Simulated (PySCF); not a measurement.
C₆H₁₅N, charge +1, doublet, geometry from GFN2-xTB (a state made from the parent by changing its charge; the spin is typed, not shown lowest); CCSD/STO-3G run with PySCF.

PySCF was given this input:
```python
from pyscf import gto, scf, cc

mol = gto.M(
    atom='''
C    -1.80130501    1.80164007   -0.21755686
C    -0.37807909    1.45575164   -0.61154771
N     0.17188018    0.25369209   -0.08105402
C    -0.46969837   -0.49782927    0.93582021
C    -1.17405420   -1.75169144    0.37252662
C     1.36671176   -0.24045159   -0.68704506
C     2.36503637   -0.89364577    0.26457200
H    -1.88986674    2.05490821    0.83671901
H    -2.11004005    2.67593324   -0.78474123
H    -2.49009737    0.99254479   -0.44616199
H    -0.29958589    1.41507651   -1.70811778
H     0.28091422    2.28943310   -0.31260215
H     0.27604111   -0.83450141    1.66167980
H    -1.20779993    0.12177877    1.44268188
H    -0.45562756   -2.43376419   -0.07230423
H    -1.91117249   -1.47416436   -0.37547853
H    -1.67932295   -2.26079944    1.18732880
H     1.08945335   -0.99206157   -1.44513313
H     1.84863727    0.58095424   -1.22485663
H     2.01253166   -1.84303755    0.65607984
H     3.28531844   -1.08488057   -0.28018911
H     2.59578693   -0.22590631    1.09185867
''',
    basis='sto-3g',
    charge=1,
    spin=1,
    verbose=4,
)

mf = scf.UHF(mol)
mf.kernel()

mycc = cc.CCSD(mf)
mycc.kernel()
print('E(CCSD) = %.10f' % mycc.e_tot)
```

Output, abridged:

```
PySCF version 2.14.0

[INPUT] verbose = 4
[INPUT] num. atoms = 22
[INPUT] num. electrons = 57
[INPUT] charge = 1
[INPUT] spin (= nelec alpha-beta = 2S) = 1
[INPUT] symmetry False subgroup None
[INPUT] Mole.unit = angstrom
[INPUT] Symbol           X                Y                Z      unit          X                Y                Z       unit  Magmom
[...]
nuclear repulsion = 341.228157760474
number of shells = 36
number of NR pGTOs = 150
number of NR cGTOs = 50
basis = sto-3g
ecp = {}

******** <class 'pyscf.scf.uhf.UHF'> ********
method = UHF
initial guess = minao
damping factor = 0
level_shift factor = 0
DIIS = <class 'pyscf.scf.diis.CDIIS'>
diis_start_cycle = 1
diis_space = 8
diis_damp = 0
SCF conv_tol = 1e-09
SCF conv_tol_grad = None
SCF max_cycles = 50
direct_scf = True
direct_scf_tol = 1e-13
number electrons alpha = 29  beta = 28
Set gradient conv threshold to 3.16228e-05
init E= -288.30607807346

cycle= 1 E= -286.668138539675  delta_E= 1.64  |g|= 0.291  |ddm|= 3.78
cycle= 2 E= -286.741809851591  delta_E= -0.0737  |g|= 0.0865  |ddm|= 0.513
cycle= 3 E= -286.751402486132  delta_E= -0.00959  |g|= 0.0404  |ddm|= 0.152
cycle= 4 E= -286.753955092891  delta_E= -0.00255  |g|= 0.0137  |ddm|= 0.0902
cycle= 5 E= -286.754316923543  delta_E= -0.000362  |g|= 0.00538  |ddm|= 0.0339
cycle= 6 E= -286.754364572262  delta_E= -4.76e-05  |g|= 0.00174  |ddm|= 0.0162
cycle= 7 E= -286.754370187752  delta_E= -5.62e-06  |g|= 0.000467  |ddm|= 0.00571
cycle= 8 E= -286.754370632786  delta_E= -4.45e-07  |g|= 0.000185  |ddm|= 0.00151
cycle= 9 E= -286.754370699948  delta_E= -6.72e-08  |g|= 8.82e-05  |ddm|= 0.00054
cycle= 10 E= -286.754370717437  delta_E= -1.75e-08  |g|= 2.55e-05  |ddm|= 0.000346
cycle= 11 E= -286.754370718755  delta_E= -1.32e-09  |g|= 5.85e-06  |ddm|= 0.000106
cycle= 12 E= -286.754370718817  delta_E= -6.25e-11  |g|= 2.4e-06  |ddm|= 1.66e-05
Extra cycle  E= -286.754370718823  delta_E= -6.37e-12  |g|= 1.54e-06  |ddm|= 3.91e-06
converged SCF energy = -286.754370718823  <S^2> = 0.76498399  2S+1 = 2.0149283

******** <class 'pyscf.cc.uccsd.UCCSD'> ********
CC2 = 0
CCSD nocc = (np.int64(29), np.int64(28)), nmo = (50, 50)
max_cycle = 50
direct = 0
conv_tol = 1e-07
conv_tol_normt = 1e-06
diis_space = 6
diis_start_cycle = 0
diis_start_energy_diff = 1e+09
Init t2, MP2 energy = -0.351197842602856
Init E_corr(UCCSD) = -0.351197842604884
cycle = 1  E_corr(UCCSD) = -0.426894804990252  dE = -0.0756969624  norm(t1,t2) = 0.101511
cycle = 2  E_corr(UCCSD) = -0.450426394147469  dE = -0.0235315892  norm(t1,t2) = 0.0397993
cycle = 3  E_corr(UCCSD) = -0.465291507943759  dE = -0.0148651138  norm(t1,t2) = 0.0186697
cycle = 4  E_corr(UCCSD) = -0.465291362910956  dE = 1.45032804e-07  norm(t1,t2) = 0.00439798
cycle = 5  E_corr(UCCSD) = -0.46527572594545  dE = 1.56369655e-05  norm(t1,t2) = 0.00149808
cycle = 6  E_corr(UCCSD) = -0.465284940757427  dE = -9.21481198e-06  norm(t1,t2) = 0.0005703
cycle = 7  E_corr(UCCSD) = -0.46527255777138  dE = 1.2382986e-05  norm(t1,t2) = 0.000181163
cycle = 8  E_corr(UCCSD) = -0.465274551634583  dE = -1.9938632e-06  norm(t1,t2) = 6.00892e-05
cycle = 9  E_corr(UCCSD) = -0.465275727519131  dE = -1.17588455e-06  norm(t1,t2) = 2.60287e-05
cycle = 10  E_corr(UCCSD) = -0.46527613623845  dE = -4.08719319e-07  norm(t1,t2) = 1.03049e-05
cycle = 11  E_corr(UCCSD) = -0.465275666644724  dE = 4.69593726e-07  norm(t1,t2) = 3.23691e-06
cycle = 12  E_corr(UCCSD) = -0.46527533541966  dE = 3.31225063e-07  norm(t1,t2) = 1.47642e-06
cycle = 13  E_corr(UCCSD) = -0.465275229272764  dE = 1.06146896e-07  norm(t1,t2) = 6.9556e-07
cycle = 14  E_corr(UCCSD) = -0.465275235026348  dE = -5.75358433e-09  norm(t1,t2) = 3.00923e-07
UCCSD converged
E(UCCSD) = -287.2196459538497  E_corr = -0.4652752350263483
E(CCSD) = -287.2196459538
```
